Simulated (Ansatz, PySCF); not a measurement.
Lewis adduct: GaH3 (SMILES [GaH3]) (first 4 atoms) with PH3 (SMILES P); geometry from B3LYP-D3(BJ)/def2-TZVP, rigid monomers moved along the line of their centres of mass till Ga1···P5 is 2.96 Å.
(charge 0, multiplicity 1):
```xyz
8

Ga    -0.461     0.489     0.710
H     -1.539     1.497     1.266
H     -0.951    -0.799    -0.056
H      1.004     1.012     0.455
P      0.107    -0.844     3.287
H      1.060    -1.881     3.330
H      0.597    -0.078     4.362
H     -0.936    -1.502     3.968
```

Monomers are frozen at their geometry in the pair; levels with a basis set take the counterpoise correction.

Correlated levels freeze the cores. Filled d and f shells under p-block atoms count as core. CBS: X⁻³ extrapolation of the correlation energy, Hartree–Fock from the larger set.

Programs: Ansatz (a program for electronic structure); PySCF for the dispersion terms. Values without a source in brackets are computed.

The comparison value is -12.19 kcal/mol (CCSD(T)/CBS(def2-SVPD, def2-TZVPPD)). It is a level with limits of its own, not the exact answer.

**Question.** Order these levels by how close they come to the comparison value for the interaction energy, closest first: r2SCAN-D4/def2-TZVPPD, B3LYP-D3(BJ)/def2-TZVPPD, PBE0-D3(BJ)/def2-TZVPPD, r2SCAN/def2-TZVPPD. Give each level's value less the comparison value.

**Answer.** B3LYP-D3(BJ)/def2-TZVPPD (-1.19 kcal/mol), r2SCAN/def2-TZVPPD (-2.03 kcal/mol), PBE0-D3(BJ)/def2-TZVPPD (-2.23 kcal/mol), r2SCAN-D4/def2-TZVPPD (-2.44 kcal/mol)
